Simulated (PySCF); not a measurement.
**How methods differ on the excitation energy of Br⁺**

Br⁺ [Ar] 3d10 4s2 4p4 (3P) → Br⁺ [Ar] 3d10 4s1 4p5 (3P), as a difference of total energies. Calculation: PySCF 2.14, in aug-cc-pwCVDZ-PP with ECP10MDF; a scalar-relativistic core potential. Correlated levels: valence and next inner shell: nothing frozen outside the core potential. The calculations carry no spin-orbit coupling.

| method | excitation energy (eV) | error (eV) |
| --- | --- | --- |
| UHF | 14.267 | +2.343 |
| MP2 (valence and next inner shell) | 13.164 | +1.240 |
| SCS-MP2 (valence and next inner shell) | 12.978 | +1.054 |
| CCSD (valence and next inner shell) | 12.259 | +0.335 |
| CCSD(T) (valence and next inner shell) | 11.852 | -0.072 |

Reference: 11.924 eV (measured; NIST levels, between the centres of gravity of the two terms).

Errors of the correlated levels include the incompleteness of this basis.

The coupled-cluster amplitudes are large for the upper state (T1 above 0.03 or a double amplitude above 0.15), so a single reference is strained.
